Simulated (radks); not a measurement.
Task: Isoelectronic series with 2 electrons, all held in the configuration [He], which need not be the ground one along the series. Method: scalar-relativistic Kohn-Sham, BLYP, spin-unpolarised, spherical densities, finite nucleus; Fermi nuclear charge, rms radius of each element as measured or else 0.836 A^(1/3) + 0.57 fm; computed with a radial shooting solver on a logarithmic mesh with Libxc functionals. Total energies (hartree) and mean radii <r> (bohr):

ion    E (hartree)       1s
He        -2.90721   0.9456
Ne8+     -93.99013   0.1560
Ar16+   -314.16733  0.08475
Fe24+   -665.77182  0.05790
Se32+  -1152.62554  0.04373
Mo40+  -1780.26010  0.03492
Ce56+   -3490.6850  0.02443
Dy64+   -4596.9060  0.02100
W72+    -5892.7095  0.01826

Estimate the row of Sn48+.

Result: E (hartree) -2556.24555; 1s 0.02887.
